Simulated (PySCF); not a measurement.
PySCF input (MN15/def2-TZVPD):

```python
from pyscf import gto, scf, dft

mol = gto.M(
    atom='''
    Ge   -0.00636411   -0.01788243    1.10493422
    Br    1.08381413   -1.62619655   -0.52533801
    Br   -1.07799552    1.64254620   -0.48488756
    ''',
    basis='def2-tzvpd',
    charge=-1,
    spin=1,
    verbose=4,
)

mf = dft.UKS(mol, xc='mn15').density_fit(auxbasis='def2-universal-jkfit')
mf.grids.level = 4
mf.conv_tol = 1e-9
mf.max_cycle = 100
mf.max_memory = 1500
mf.kernel()
if not mf.converged:
    mf = mf.newton()
    mf.kernel(mf.make_rdm1())
for _ in range(2):
    mo, _, stable, _ = mf.stability(return_status=True)
    if stable:
        break
    mf.kernel(mf.make_rdm1(mo, mf.mo_occ))
mf.analyze()
```

End of the output:

```
Extra cycle  E= -7226.44195634223  delta_E= -9.82e-11  |g|= 6.75e-06  |ddm|= 2.96e-05
converged SCF energy = -7226.44195634223  <S^2> = 0.75482189  2S+1 = 2.0048161
uhf_internal: lowest eigs of H = [0.12922092 0.14955177 0.27035283]
<class 'pyscf.df.df_jk.DFUKS'> wavefunction is stable in the internal stability analysis
**** SCF Summaries ****
Total Energy =                       -7226.441956342233425
Nuclear Repulsion Energy =             632.755685025598154
One-electron Energy =               -11339.032374667369368
Two-electron Energy =                 3479.834733299538129
Two-electron Coulomb Energy =         3742.407856205931239
DFT Exchange-Correlation Energy =     -262.573122906392939
HOMO-LUMO gap [eV] =                     3.899719061138667
**** MO energy ****
                             alpha | beta                alpha | beta
MO #1   energy= -479.821613452698  | -479.821569736222  occ= 1 | 1
MO #2   energy= -479.821607775894  | -479.821564047799  occ= 1 | 1
MO #3   energy= -396.049054756719  | -396.048433044017  occ= 1 | 1
MO #4   energy= -61.0715090681936  | -61.0713182253624  occ= 1 | 1
MO #5   energy= -61.071503195769   | -61.0713123152646  occ= 1 | 1
MO #6   energy= -55.7211151751294  | -55.7210474067566  occ= 1 | 1
MO #7   energy= -55.7211090386978  | -55.7210412567583  occ= 1 | 1
MO #8   energy= -55.7187560390016  | -55.7186911527315  occ= 1 | 1
MO #9   energy= -55.7187501721622  | -55.718685273982   occ= 1 | 1
MO #10  energy= -55.7186202349913  | -55.7185555434053  occ= 1 | 1
MO #11  energy= -55.718614656071   | -55.7185499506981  occ= 1 | 1
MO #12  energy= -48.5761540286506  | -48.5739034164964  occ= 1 | 1
MO #13  energy= -43.8407642651905  | -43.8402144681738  occ= 1 | 1
MO #14  energy= -43.8403548225747  | -43.8398042454074  occ= 1 | 1
MO #15  energy= -43.8384249751084  | -43.8376168062811  occ= 1 | 1
MO #16  energy= -8.09463972403319  | -8.09462542060847  occ= 1 | 1
MO #17  energy= -8.09463462373354  | -8.09462030238646  occ= 1 | 1
MO #18  energy= -6.19235737195835  | -6.19242110736931  occ= 1 | 1
MO #19  energy= -6.19235177395675  | -6.19241550239989  occ= 1 | 1
MO #20  energy= -6.18728430116334  | -6.18726487660413  occ= 1 | 1
MO #21  energy= -6.18727840596082  | -6.18725898829031  occ= 1 | 1
MO #22  energy= -6.18708893531899  | -6.18686550832626  occ= 1 | 1
MO #23  energy= -6.18708352228325  | -6.18686008888556  occ= 1 | 1
MO #24  energy= -5.77910492853375  | -5.77904886245155  occ= 1 | 1
MO #25  energy= -4.17689790514769  | -4.17686230297098  occ= 1 | 1
MO #26  energy= -4.17527735012638  | -4.17526578207738  occ= 1 | 1
MO #27  energy= -4.1705661770909   | -4.16834671483398  occ= 1 | 1
MO #28  energy= -2.48439089648693  | -2.48436490095195  occ= 1 | 1
MO #29  energy= -2.4843858327091   | -2.4843597670388   occ= 1 | 1
MO #30  energy= -2.4830296557555   | -2.48303799988349  occ= 1 | 1
MO #31  energy= -2.48302368640158  | -2.48303202836633  occ= 1 | 1
MO #32  energy= -2.48283556280649  | -2.482765904986    occ= 1 | 1
MO #33  energy= -2.48283080803666  | -2.48276090708623  occ= 1 | 1
MO #34  energy= -2.4788604809137   | -2.47875001072867  occ= 1 | 1
MO #35  energy= -2.47885929419074  | -2.47874593893173  occ= 1 | 1
MO #36  energy= -2.47885521931636  | -2.47874439937774  occ= 1 | 1
MO #37  energy= -2.47885376846141  | -2.47874013668578  occ= 1 | 1
MO #38  energy= -1.12625798284395  | -1.12594216749232  occ= 1 | 1
MO #39  energy= -1.12593146035539  | -1.12556489593659  occ= 1 | 1
MO #40  energy= -1.12182860103572  | -1.11985338010324  occ= 1 | 1
MO #41  energy= -1.12058915079936  | -1.11859375542232  occ= 1 | 1
MO #42  energy= -1.11989023894499  | -1.11723175993614  occ= 1 | 1
MO #43  energy= -0.610265553840756 | -0.608175634122022 occ= 1 | 1
MO #44  energy= -0.59851076963856  | -0.597244224835304 occ= 1 | 1
MO #45  energy= -0.342765893383579 | -0.318531560567039 occ= 1 | 1
MO #46  energy= -0.195886232481439 | -0.19357168707029  occ= 1 | 1
MO #47  energy= -0.175230932743286 | -0.173664862312681 occ= 1 | 1
MO #48  energy= -0.172641568609188 | -0.163092499919821 occ= 1 | 1
MO #49  energy= -0.155123825976164 | -0.149926956281194 occ= 1 | 1
MO #50  energy= -0.143811960793689 | -0.143755551941472 occ= 1 | 1
MO #51  energy= -0.127650326209424 | -0.11907005052043  occ= 1 | 1
MO #52  energy= -0.0268308099430481 | 0.116481223419473  occ= 1 | 0
MO #53  energy= 0.128988840147235  | 0.137048385447978  occ= 0 | 0
MO #54  energy= 0.13965079647768   | 0.144809264439552  occ= 0 | 0
MO #55  energy= 0.167353066501466  | 0.169088682430166  occ= 0 | 0
MO #56  energy= 0.176903460211975  | 0.178515671611778  occ= 0 | 0
MO #57  energy= 0.192523235856894  | 0.197109576192975  occ= 0 | 0
MO #58  energy= 0.1931030961231    | 0.200616315352603  occ= 0 | 0
MO #59  energy= 0.204624466602754  | 0.205199358291457  occ= 0 | 0
MO #60  energy= 0.205835304194852  | 0.205248514971046  occ= 0 | 0
MO #61  energy= 0.208861151769255  | 0.219505208609251  occ= 0 | 0
MO #62  energy= 0.252573432711064  | 0.266393176834658  occ= 0 | 0
MO #63  energy= 0.264810999297138  | 0.266799769306674  occ= 0 | 0
MO #64  energy= 0.275081911119689  | 0.28364416959428   occ= 0 | 0
MO #65  energy= 0.276884793712595  | 0.288383978473901  occ= 0 | 0
MO #66  energy= 0.289033329450208  | 0.289120218377625  occ= 0 | 0
MO #67  energy= 0.316032468475223  | 0.316600833330428  occ= 0 | 0
MO #68  energy= 0.319066802285877  | 0.322426357614353  occ= 0 | 0
MO #69  energy= 0.319596497574158  | 0.323689247489993  occ= 0 | 0
MO #70  energy= 0.343888863266201  | 0.349117558176976  occ= 0 | 0
MO #71  energy= 0.346003826337737  | 0.34985157286951   occ= 0 | 0
MO #72  energy= 0.349503067363338  | 0.357510972512409  occ= 0 | 0
MO #73  energy= 0.361646080092415  | 0.365611312481925  occ= 0 | 0
MO #74  energy= 0.36761537026427   | 0.36704360034758   occ= 0 | 0
MO #75  energy= 0.375721891445829  | 0.377452525431228  occ= 0 | 0
MO #76  energy= 0.382602964278606  | 0.389366640908999  occ= 0 | 0
MO #77  energy= 0.393887302502403  | 0.39499113480209   occ= 0 | 0
MO #78  energy= 0.398058114022467  | 0.397731046076925  occ= 0 | 0
MO #79  energy= 0.505950433352328  | 0.529169956635386  occ= 0 | 0
MO #80  energy= 0.506792845800336  | 0.531600595483001  occ= 0 | 0
MO #81  energy= 0.512096219400502  | 0.537231631894962  occ= 0 | 0
MO #82  energy= 0.527360713017434  | 0.537413149641902  occ= 0 | 0
MO #83  energy= 0.530942813230046  | 0.546132880867993  occ= 0 | 0
MO #84  energy= 0.55896708644258   | 0.563807442644118  occ= 0 | 0
MO #85  energy= 0.562943063714528  | 0.565757576046181  occ= 0 | 0
MO #86  energy= 0.589998267878891  | 0.590085709056218  occ= 0 | 0
MO #87  energy= 0.610694588287644  | 0.610944705846109  occ= 0 | 0
MO #88  energy= 0.629411294715683  | 0.64495269833331   occ= 0 | 0
MO #89  energy= 0.639228864552835  | 0.650679982671137  occ= 0 | 0
MO #90  energy= 0.645254935370052  | 0.666430352090921  occ= 0 | 0
MO #91  energy= 0.668517067257623  | 0.673609142782219  occ= 0 | 0
MO #92  energy= 0.673104143335296  | 0.686371107545125  occ= 0 | 0
MO #93  energy= 0.685979010654047  | 0.691376805536134  occ= 0 | 0
MO #94  energy= 0.690618214732541  | 0.69654696745758   occ= 0 | 0
MO #95  energy= 0.701549637437145  | 0.713367275826835  occ= 0 | 0
MO #96  energy= 0.702886587964255  | 0.718750578879029  occ= 0 | 0
MO #97  energy= 0.705909049319031  | 0.719959150608617  occ= 0 | 0
MO #98  energy= 0.729146077628831  | 0.73180032492141   occ= 0 | 0
MO #99  energy= 0.736337538295513  | 0.750724103997952  occ= 0 | 0
MO #100 energy= 0.763609742202333  | 0.773251609173294  occ= 0 | 0
MO #101 energy= 0.788461727875983  | 0.794961928041251  occ= 0 | 0
MO #102 energy= 0.813583183973922  | 0.824506435262181  occ= 0 | 0
MO #103 energy= 0.832880700274951  | 0.832451360251597  occ= 0 | 0
MO #104 energy= 1.09474856772984   | 1.11877915629163   occ= 0 | 0
[...]
```
